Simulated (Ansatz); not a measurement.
Cost and result for the atomization energy of `C[O][GeH]([SH])[Cl]` (10 atoms, 9 bonds).

```xyz
10

C     0.8436   -0.0556   -1.3388
O     0.0540   -0.9058   -0.5300
Ge   -0.3873   -0.4225    1.1017
S    -1.4283    1.5253    1.1294
Cl    1.3956   -0.0749    2.2473
H     0.8934   -0.5039   -2.3325
H     1.8606    0.0386   -0.9441
H     0.4056    0.9449   -1.4252
H    -1.1730   -1.5979    1.6788
H    -2.4642    1.0520    0.4135
```

Total charge 0; spin multiplicity 1. Correlated methods include outer-core shells of Ge, which these sets cover unevenly. Scalar relativity is left out up to krypton. All single points use the PBE0-D4/def2-TZVP geometry. It is one conformer, not always the lowest. Program: Ansatz. Hardware: A = 2 threads of an AMD EPYC 7R13 on a shared host; B = 2 threads of an AMD EPYC 7R13 on a shared host and a share of an NVIDIA H100 80 GB. Times are those of one run each, without the atoms' runs, and a repeat can differ threefold. Electronic energies, without spin–orbit coupling; frozen cores. CCSD(T)/CBS adds CCSD(T) − MP2 in def2-TZVPP to the MP2 limit, and its time is that of the two runs behind it. T1 = 0.011. With those shells the extrapolation isn't a true limit. B3LYP takes the VWN-RPA correlation (the form of Gaussian; ORCA's B3LYP/G).

CCSD(T)/CBS is a level of theory with its own doubt, some kJ/mol a heavy atom from the limit and from the frozen cores, so smaller differences don't rank the functionals.

| level | functions | atomization (kJ/mol) | difference from CCSD(T)/CBS | per bond |
| --- | --- | --- | --- | --- |
| ωB97X-V/def2-TZVPP [A] | 264 | 3355.4 | 10.6 | 1.2 |
| CCSD(T)/CBS(def2) | – | 3344.8 | 0.0 | 0.0 |
| B3LYP-D4/def2-TZVPP (with forces) [A] | 264 | 3308.1 | -36.7 | -4.1 |
| B2PLYP/def2-TZVPP [A] | 264 | 3280.4 | -64.4 | -7.2 |
| CCSD(T)/def2-TZVPP [B] | 264 | 3258.3 | -86.5 | -9.6 |
| ωB97M-V/def2-TZVPP (with forces) [A] | 264 | 3339.9 | -4.9 | -0.5 |
| PBE0-D4/def2-TZVPP [A] | 264 | 3325.5 | -19.3 | -2.1 |
| r2SCAN-D4/def2-TZVPP (with forces) [A] | 264 | 3351.5 | 6.7 | 0.7 |
| PBE-D4/def2-TZVPP (with forces) [A] | 264 | 3386.8 | 42.0 | 4.7 |
| MP2/def2-QZVPP [B] | 493 | 3367.5 | 22.7 | 2.5 |

Task: Order the runs by time, with rough figures. (An estimate is asked.)

Result: Ansatz gave: PBE-D4/def2-TZVPP (with forces) [A] 4.4 s; MP2/def2-QZVPP [B] 6.5 s; PBE0-D4/def2-TZVPP [A] 7.5 s; r2SCAN-D4/def2-TZVPP (with forces) [A] 8 s; CCSD(T)/def2-TZVPP [B] 8.5 s; B3LYP-D4/def2-TZVPP (with forces) [A] 10 s; B2PLYP/def2-TZVPP [A] 13 s; ωB97X-V/def2-TZVPP [A] 14 s; CCSD(T)/CBS(def2) 15 s; ωB97M-V/def2-TZVPP (with forces) [A] 23 s.

In def2-TZVPP, CCSD(T) changes the Hartree–Fock value by +899.2 kJ/mol (the triples alone add +59.3 kJ/mol) and MP2 by +958.0 kJ/mol; breaking electron pairs costs correlation energy, which Hartree–Fock lacks. The D4 term adds +43.1 kJ/mol with B3LYP and +22.8 kJ/mol with PBE0; it sums over pairs of atoms, weighted by their polarisabilities, and B3LYP, whose exchange is more repulsive, gets the larger term. From PBE to PBE0 (25 % exact exchange), in def2-TZVPP and without D4, the atomization energy moves by −57.6 kJ/mol: exact exchange takes away binding that semilocal exchange gives to molecules.
